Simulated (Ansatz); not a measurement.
```yaml
crystal:
  periodic: [false, false, false]
  atoms:
    - {symbol: Ag, position_ang: [0.000310, -0.000202, 0.000016]}
    - {symbol: Cl, position_ang: [2.341465, -0.025475, 0.002657]}
    - {symbol: Cl, position_ang: [0.026042, 2.340943, 0.006865]}
    - {symbol: Cl, position_ang: [-2.340825, 0.026034, -0.002539]}
    - {symbol: Cl, position_ang: [-0.026992, -2.341300, -0.007000]}
basis:
  gaussian: {orbitals: STO-3G, final_grid: {core_spheres: 1, valence_spheres: 1, degree: 1}}
total_charge: -1
magnetization: {spin_polarized: true, initial_magnetization: 2}
hamiltonian: {xc: {name: r2SCAN}}
scf: {omitted_lower_state_checks: [starts]}
output: {forces: true}
```

```sh
$ ansatz run in.yaml --threads 4 --pin off --events-out ev --progress --plain --max-ram 3916MiB
```

It prints (some lines left out):

```
Functional definition: r2SCAN
731 factors; integrals over basis functions are off by at most 2.6e-4 eV
mean field evaluation 1: about -189616.3163 eV, gradient 5.6e1 eV
mean field evaluation 2: about -189606.1508 eV, gradient 5.6e1 eV
mean field evaluation 4: about -189654.0383 eV, gradient 1.8e0 eV
mean field evaluation 8: about -189654.1804 eV, gradient 8.4e-1 eV
mean field evaluation 16: about -189779.8090 eV, gradient 1.4e1 eV
mean field evaluation 32: about -189793.2942 eV, gradient 1.2e0 eV
mean field -189793.33067724 eV, -6974.7762558484 hartree, gradient 2.3e-6 eV, S^2 2.000765; 0 other end points of the search recorded, 0 dependent functions left out
reference -189793.33067724 eV, -6974.7762558484 hartree; 59, 57 occupied and 4, 6 virtual orbitals, 731 factors
Total energy: -189793.33067724 eV, -6974.7762558484 hartree
Atom 0 at     0.000310    -0.000202     0.000016 Å, force    -0.034979     0.022081    -0.001843 eV/Å
Atom 1 at     2.341465    -0.025475     0.002657 Å, force   -16.754798     0.497536    -0.018668 eV/Å
Atom 2 at     0.026042     2.340943     0.006865 Å, force     0.153775   -16.760471    -0.047306 eV/Å
Atom 3 at    -2.340825     0.026034    -0.002539 Å, force    16.751910    -0.520430     0.016600 eV/Å
Atom 4 at    -0.026992    -2.341300    -0.007000 Å, force    -0.115908    16.761284     0.051217 eV/Å
Dipole moment:     0.000800    -0.000445     0.000029 e Å
Checks for a lower state left out: starts
```

Something in this input is off. What?

The integration grid is far too coarse. The calculation finished and met its thresholds. The result belongs to that input, not to the species as meant. The highest occupied level of an anion often lies above zero with these methods, and sets without diffuse functions describe the outer electron poorly.
